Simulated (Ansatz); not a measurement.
C2H7AlBClO (`C[CH]([AlH2])B(O)Cl`), relaxed with RKS PBE-D4/def2-SVP in Ansatz 0.2.0 from a rough embedded geometry. The force threshold is 0.03 eV/Å; the program also tests the step.

Total charge 0; spin multiplicity 1.

Start:

```xyz
13

C    -1.266    0.219    0.998
C    -0.266    0.491   -0.171
Al    1.573    0.780    0.539
B    -0.178   -0.631   -1.217
O     0.101   -2.060   -0.834
Cl   -0.624   -0.328   -3.023
H    -1.274    1.039    1.685
H    -0.907   -0.725    1.514
H    -2.268    0.056    0.508
H    -0.590    1.449   -0.687
H     1.813    1.978    1.601
H     2.800   -0.096    0.083
H     1.086   -2.171   -0.997
```

**Question.** How much energy does the relaxation release, and in how many steps? (Best estimate.)

**Answer.** Ansatz gave: 1.29 eV, in 25 steps, 1 of them rejected.

**Question.** Which bonds change most? (Best estimate.)

**Answer.** Ansatz gave: Al3–Cl6 from 4.328 to 2.603 Å; B4–O5 from 1.505 to 1.353 Å; C2–Al3 from 1.992 to 2.044 Å; C1–H7 from 1.070 to 1.110 Å.

**Question.** Give the relaxed structure. (Best estimate.)

**Answer.** Ansatz gave: 
```xyz
13

C    -1.253   -0.012    1.225
C    -0.435    0.437    0.014
Al    1.538    0.960    0.127
B    -0.091   -0.574   -1.068
O    -0.373   -1.897   -1.117
Cl    1.183    0.084   -2.299
H    -1.272    0.755    2.026
H    -0.838   -0.940    1.669
H    -2.309   -0.229    0.958
H    -0.782    1.400   -0.427
H     1.915    2.507   -0.052
H     2.582   -0.097    0.726
H     0.136   -2.394   -1.783
```
